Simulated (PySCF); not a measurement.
C2H8SeSi, SMILES [SiH](C)([SeH])C. The structure is a stationary point at PBE-D3(BJ)/def2-SVP. One conformer was computed; it need not be the lowest.

Computed equilibrium geometry at PBE-D3(BJ)/def2-SVP (PySCF confirms it by a frequency run) as a Z-matrix, and its point group (one conformer of several):
point group Cs.
```
Si
H 1 1.5060
C 1 1.8881 2 110.46
H 3 1.1077 1 110.83 2 -56.85
H 3 1.1092 4 108.10 1 121.41
H 3 1.1102 4 108.58 5 116.95
C 1 1.8881 2 110.46 3 123.09
H 7 1.1077 1 110.83 2 56.85
H 7 1.1092 8 108.10 1 -121.41
H 7 1.1102 8 108.58 9 -116.95
Se 1 2.3150 2 102.42 3 -118.45
H 11 1.4868 1 92.47 2 180.00
```
